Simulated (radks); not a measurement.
Spherical quantum dot in the effective-mass picture: electrons in a parabolic well V = omega^2 r^2 / 2 with omega = 0.278, all in effective atomic units (hartree* = m*/eps^2 hartree, bohr* = eps/m* bohr), one dielectric constant everywhere. Calculated with a radial shooting solver with Libxc functionals: non-relativistic Kohn-Sham, PBE, spin-polarised, spherical densities. Levels are named by radial order and angular momentum (1s, 1p, 1d, 2s, ...), and open shells are averaged over m. Results are scaled to m* = 0.028 and eps = 15.6, for which hartree* = 3.131 meV and bohr* = 29.48 nm.

N = 5, configuration 1s2 1p(up 3, down 0). This is the lowest configuration that the search found. Occupied and some empty levels:

| level | occupation | eigenvalue (meV) | <r> (nm) |
|---|---|---|---|
| 1s up | 1 | 5.1721 | 84.99 |
| 1s down | 1 | 5.3389 | 80.54 |
| 1p up | 3 | 5.6601 | 102.5 |
| 1p down | 0 | 5.8789 | 102.1 |
| 1d up | 0 | 6.2529 | 116.3 |
| 1d down | 0 | 6.4748 | 117.8 |
| 2s up | 0 | 6.4789 | 103.1 |
| 2s down | 0 | 6.5756 | 104.7 |
| 1f up | 0 | 6.9129 | 128.6 |
| 1f down | 0 | 7.1178 | 130.8 |

Energy (meV): total 17.5693, kinetic 3.0756, external 6.9563, Hartree 10.925, exchange-correlation -3.3881.

Electron density:

| r (nm) | n(r) (e/nm^3) |
|---|---|
| 9.02 | 7.545e-07 |
| 19.1 | 7.715e-07 |
| 29.1 | 7.948e-07 |
| 39.2 | 8.162e-07 |
| 49.2 | 8.256e-07 |
| 59.3 | 8.128e-07 |
| 69.3 | 7.705e-07 |
| 79.4 | 6.969e-07 |
| 89.4 | 5.964e-07 |
| 99.5 | 4.792e-07 |
| 110 | 3.588e-07 |
| 120 | 2.487e-07 |
| 130 | 1.587e-07 |
| 140 | 9.367e-08 |
| 150 | 5.148e-08 |
| 160 | 2.642e-08 |
| 170 | 1.266e-08 |
| 180 | 5.635e-09 |
| 190 | 2.336e-09 |
| 200 | 8.975e-10 |
